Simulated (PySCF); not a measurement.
## Zn²³⁺: ionisation energy

Zn²³⁺ [He] 2s2 2p3 (4S) → Zn²⁴⁺ [He] 2s2 2p2 (3P), as a difference of total energies. All numbers are calculated (PySCF 2.14, the spin-free X2C one-electron Hamiltonian (Gaussian nucleus), in an uncontracted even-tempered set (19 s from 6 bohr⁻², ratio 2.2; 11 p from 7.8 bohr⁻², ratio 2.2; 6 d from 33 bohr⁻², ratio 2.4; 5 f from 49 bohr⁻², ratio 2.4; 4 g from 73 bohr⁻², ratio 2.4)). Correlated levels: nothing frozen; virtual orbitals above 40 to 60 times the deepest correlated orbital energy dropped. The calculations carry no spin-orbit coupling.

```json
{"method": "UHF", "ionisation energy (eV)": "2233.6"}
{"method": "LDA", "ionisation energy (eV)": "2231.8"}
{"method": "PBE", "ionisation energy (eV)": "2232.0"}
{"method": "PBE0", "ionisation energy (eV)": "2232.7"}
{"method": "r2SCAN", "ionisation energy (eV)": "2234.3"}
{"method": "M06-L", "ionisation energy (eV)": "2234.3"}
{"method": "PW91", "ionisation energy (eV)": "2232.7"}
{"method": "MP2 (all electrons)", "ionisation energy (eV)": "2233.6"}
{"method": "SCS-MP2 (all electrons)", "ionisation energy (eV)": "2233.1"}
```

A first-order spin-orbit estimate (lowest level to lowest level, LS coupling) adds -17.857 eV.

For comparison: 2214 ± 8 eV (semi-empirical (NIST evaluation); NIST Atomic Spectra Database, ionization energies).
